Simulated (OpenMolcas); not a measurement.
Ti3+: effect of the metal basis and ligand basis

Ti3+ with 6 ligands (fluoride) in octahedral coordination (Oh) at 1.98 Å. A charge of +0.5 e stands 2.6 Å behind each ligand.

- Program: OpenMolcas 26.06
- Method: SS-CASPT2, IPEA 0.25 Eh, imaginary shift 0.1 Eh (closed shells correlated: 3s 3p and the ligand valence shells)
- Spin-orbit coupling: RASSI with atomic mean-field integrals over the reference wave functions

Fixed: active space 1 electron in 5 orbitals (3d), DKH2 Hamiltonian.

States (labels of O, the rotations of Oh). Energies in cm-1 above the lowest state or level, χT in cm3 K/mol; under a threefold ground state the first gap can be a small split of the lowest multiplet, not the spin-orbit step; 10Dq is the gap between the two states.

```
Run   Metal basis  Ligand basis  Ground state  First state of that spin   10Dq  First gap with spin-orbit (degeneracies)  χT at 300 K                     Cost
  A  ANO-RCC-VDZP  ANO-RCC-VDZP           2T2                  2E 16180  16183                                220 (4, 2)        0.446   roughly 5 core-seconds
  B  ANO-RCC-VTZP  ANO-RCC-VDZP           2T2                  2E 16040  16045                                220 (4, 2)        0.447  roughly 16 core-seconds
  C  ANO-RCC-VTZP  ANO-RCC-VTZP           2T2                  2E 15500  15497                                220 (4, 2)        0.447  roughly 80 core-seconds
```

Against A, |10Dq| changes by -0.9 % in B, -4.2 % in C.

Costs are those of the CASPT2 steps.

Roots that are degenerate in the reference are averaged as groups; the widest CASPT2 spread within a group is 12 cm-1 (the 2-fold group of multiplicity 2 near 15500 cm-1 above the lowest state of its run, C). Shifts and gaps below about the spread of the groups concerned are not significant. Over all roots computed the reference weight is 0.72 in A, 0.72 in B, 0.71 in C; a low but even weight reflects the number of correlated electrons. An orbital triplet at a regular site is open to Jahn-Teller coupling, which can distort the site and quench the lowest spin-orbit gaps and is left out. Ligand-to-metal charge-transfer states are missing. With one d shell and no ligand orbital active, 10Dq can be off by a tenth or more. No measured value stands beside these numbers; the geometry was imposed, not optimised, and the real ion may take another.
